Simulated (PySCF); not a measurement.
## How methods differ on the electron affinity of Re

Re⁻ [Xe] 4f14 5d6 6s2 (5D) → Re [Xe] 4f14 5d5 6s2 (6S), as a difference of total energies. Calculation: PySCF 2.14, in aug-cc-pVDZ-PP with ECP60MDF; scalar relativity through the core potential. Correlated levels: valence: 5s2 5p6 frozen. The calculations carry no spin-orbit coupling.

Q: Order these methods by the electron affinity they give, lowest first.
A. LDA
B. UHF
C. B97-3
D. r2SCAN

A: B (-1.936 eV), C (-0.277 eV), D (-0.182 eV), A (0.246 eV).

The reference lies between the lowest fine-structure levels, while these numbers refer to the centres of the terms.

Errors of the correlated levels include the incompleteness of this basis and the frozen core.

A negative affinity means that the anion lies above the atom at that level of theory.

In the anion the highest occupied orbital energy is positive at LDA, PBE, PBE0, r2SCAN, wB97X, B97-3, revPBE; the basis confines that electron, and the energy difference can still be sensible.

For comparison: 0.060 eV (measured; photodetachment measurements, as compiled on the Wikipedia data page of electron affinities).
